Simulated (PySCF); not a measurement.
## SMILES Cc1ocpc1F, C$_{4}$H$_{4}$FOP

Geometry:
| atom | x (Å) | y (Å) | z (Å) |
| --- | --- | --- | --- |
| C1 | -1.525 | -0.608 | 0.386 |
| C2 | -0.176 | -0.039 | 0.166 |
| O3 | 0.889 | -0.774 | 0.548 |
| C4 | 2.053 | -0.157 | 0.310 |
| P5 | 1.968 | 1.391 | -0.409 |
| C6 | 0.196 | 1.157 | -0.372 |
| F7 | -0.694 | 2.040 | -0.815 |
| H8 | -2.278 | 0.090 | -0.002 |
| H9 | -1.640 | -1.573 | -0.131 |
| H10 | -1.719 | -0.772 | 1.457 |
| H11 | 2.928 | -0.734 | 0.611 |

Method: quadratic response CAM-B3LYP/def2-SVPD first hyperpolarisability, Taylor convention, gas phase (PySCF). Geometry: PBE0-D3(BJ)/def2-SVP.

(1) Give the tensor of the second harmonic β(−2ω;ω,ω) at 694.3 nm in the axes of these coordinates.

Results:

(1) In au, Taylor convention; rows are the first index (the induced dipole):
```
       xx     yy     zz     xy     xz     yz
x  -224.2  -52.7  -50.3  +11.6  -10.4   +1.5
y    +3.1  -60.0  -16.9  -77.4  +12.5  +21.7
z    -6.6  +25.1   +1.8  +12.7  -56.1  -12.5
```
Norm of βᵢ = ⅓ Σⱼ (βᵢⱼⱼ + βⱼᵢⱼ + βⱼⱼᵢ): 354.0 au, hyper-Rayleigh value 129.7 au.
